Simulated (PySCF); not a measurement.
Compound: C7H7BF2.
Bonds: C1–B2, B2–C3, B2–C4, C4–F5, C4–C6 (double), C6–C7 (double), C7–C8 (double), C8–C9 (double), C9–F10. Hydrogens: H11, H12, H13 on C1; H14, H15, H16 on C3; H17 on C9.

The calculation used PySCF, PBE0-D3(BJ)/def2-SVP geometry optimisation, gas phase.

Q: Give the optimised bond lengths and angles.

A: 
| bond | length (Å) |
| --- | --- |
| C1–B2, B2–C3 | 1.565 |
| B2–C4 | 1.572 |
| C4–F5 | 1.343 |
| C4=C6 | 1.330 |
| C6=C7 | 1.278 |
| C7=C8 | 1.283 |
| C8=C9 | 1.316 |
| C9–F10 | 1.328 |
| C1–H11 and 4 like bonds | 1.102 |
| C3–H14 | 1.109 |
| C9–H17 | 1.096 |

Bonds in one row agree within 0.01 Å and their mean is given. A selection of angles:
| angle | degrees |
| --- | --- |
| C1–B2–C3 | 122.6 |
| C1–B2–C4 | 119.6 |
| C3–B2–C4 | 117.8 |
| B2–C4–F5 | 117.4 |
| B2–C4–C6 | 123.7 |
| F5–C4–C6 | 118.9 |
| C4–C6–C7 | 174.9 |
| C6–C7–C8 | 179.9 |
| C7–C8–C9 | 177.4 |
| C8–C9–F10 | 123.2 |

Torsions: C1–B2–C4–F5 -176° (antiperiplanar). The mirror-image conformer, all signs reversed, is as good.

B2 (three-coordinate boron) is planar (angles 122.6°, 119.6° and 117.8°, sum 360.0°, 0.00 Å off the plane of its three neighbours). The C–C distances run from 1.278 Å (C6=C7, drawn double) to 1.330 Å (C4=C6, drawn double), a spread of 0.052 Å. Of the pairs four or more bonds apart, C6···H11 is among the closest relative to their van der Waals radii: 2.77 Å, 95 % of the sum of Bondi's values.

Point group: C1 (no symmetry element, even within 0.4 Å). Whether it is a minimum is left open (no frequencies).

The run took 1.9 min of wall time on one thread, Intel Xeon Platinum 8488C (x86_64), shared host with 192 logical CPUs at a one-minute load of 17, and the process peaked at 0.81 GiB of memory. This is the geometry optimisation.
